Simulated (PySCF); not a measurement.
Species: C10H7F3O.
Z-matrix (Å and degrees, PBE0-D3(BJ)/def2-SVP geometry), rows numbered from 1:
```
O 
C   1  1.2068
C   2  1.4666  1  125.87
C   3  1.3489  2  119.55  1    -0.21
C   4  1.4548  3  127.81  2  -179.92
C   5  1.4050  4  118.66  3  -179.08
C   6  1.3913  5  120.92  4   179.92
C   7  1.3937  6  119.87  5     0.04
C   8  1.3975  7  119.90  6     0.02
C   9  1.3880  8  120.25  7    -0.03
C   2  1.5435  1  119.52  3   179.78
F  11  1.3374  2  109.88  1  -119.45
F  11  1.3179  2  111.90  1     1.39
F  11  1.3375  2  110.09  1   122.28
H   3  1.0923  2  118.04  1   179.83
H   4  1.0966  3  115.84  2     0.09
H   6  1.0931  5  119.04  4    -0.07
H   7  1.0922  6  119.95  5   179.99
H   8  1.0925  7  120.11  6   179.98
H   9  1.0923  8  119.98  7   179.92
H  10  1.0919  5  119.92  4     0.16
```

The calculation used PBE0-D3(BJ)/def2-SVP geometry optimisation, gas phase (PySCF).

Masses are those of the commonest isotopes; rigid-rotor values at the optimised geometry. The values belong to one conformer with, in the numbering `[O:1]=[C:2](/[CH:3]=[CH:4]/[c:5]1[cH:6][cH:7][cH:8][cH:9][cH:10]1)[C:11]([F:12])([F:13])[F:14]`, O1–C2–C3–C4 0°, C3–C4–C5–C6 -179°.

What are A, B and C (cm⁻¹)?

Ia = 253.61, Ib = 1894.19, Ic = 2059.32 u·Å²; 505379 MHz·u·Å²/I gives 1993, 266.8 and 245.4 MHz, that is A = 0.06647, B = 0.00890, C = 0.00819 cm⁻¹.

What kind of rotor is it?

A near-prolate asymmetric top; Ray's κ = -0.976.

Is it planar, by Δ = Ic − Ia − Ib?

Not planar: Δ = Ic − Ia − Ib = -88.48 u·Å². For a rigid frame Δ = −2 Σ m c², so Σ m c² = 44.24 u·Å² lies off the ab plane: 0.00 from hydrogen and 44.24 from heavier atoms. The atom farthest from that plane is 1.10 Å away.

Give the other two planar moments, Paa and Pbb, and the rms extents of the mass along the axes.

Paa = Σ m a² = (Ib + Ic − Ia)/2 = 1849.96 and Pbb = Σ m b² = (Ia + Ic − Ib)/2 = 209.37 u·Å². With the mass M = 200.04 u, the rms extents √(P/M) along a, b and c are 3.04, 1.02, 0.47 Å.

Where do the levels up to J = 3 lie, in MHz?

Above 0(0,0):
J = 1: 1(0,1) 512, 1(1,1) 2238, 1(1,0) 2260
J = 2: 2(0,2) 1536, 2(1,2) 3241, 2(1,1) 3305, 2(2,1) 8483, 2(2,0) 8483
J = 3: 3(0,3) 3072, 3(1,3) 4746, 3(1,2) 4874, 3(2,2) 10020, 3(2,1) 10021, 3(3,1) 18703, 3(3,0) 18703
Those of J = 1 are B + C, A + C and A + B.

Which types of transition are allowed, and where do some lines up to J = 4 fall?

The dipole components are |μa| = 4.57 D, |μb| = 1.32 D, |μc| = 0.00 D. Intensities carry the squares of the components, which stand as 1.00 : 0.08 : 0.00 (a : b : c). Some of the stronger lines:

| type | branch | J(Ka,Kc) | MHz | lower level (cm⁻¹) |
| --- | --- | --- | --- | --- |
| a | R | 1(0,1) ← 0(0,0) | 512 | 0.000 |
| a | R | 2(1,2) ← 1(1,1) | 1003 | 0.075 |
| a | R | 2(0,2) ← 1(0,1) | 1024 | 0.017 |
| a | R | 3(1,3) ← 2(1,2) | 1504 | 0.108 |
| a | R | 3(2,2) ← 2(2,1) | 1537 | 0.283 |
| a | R | 3(1,2) ← 2(1,1) | 1569 | 0.110 |
| a | R | 4(1,4) ← 3(1,3) | 2006 | 0.158 |
| a | R | 4(2,3) ← 3(2,2) | 2049 | 0.334 |
| a | R | 4(3,2) ← 3(3,1) | 2049 | 0.624 |
| a | R | 4(3,1) ← 3(3,0) | 2049 | 0.624 |
| a | R | 4(2,2) ← 3(2,1) | 2051 | 0.334 |
| a | R | 4(1,3) ← 3(1,2) | 2091 | 0.163 |

No PBE0-D3(BJ)/def2-SVP frequencies stand behind this structure, so it isn't proved a minimum. These are rigid-rotor constants of the computed structure; measured ground-state constants (B0) also hold zero-point vibration.
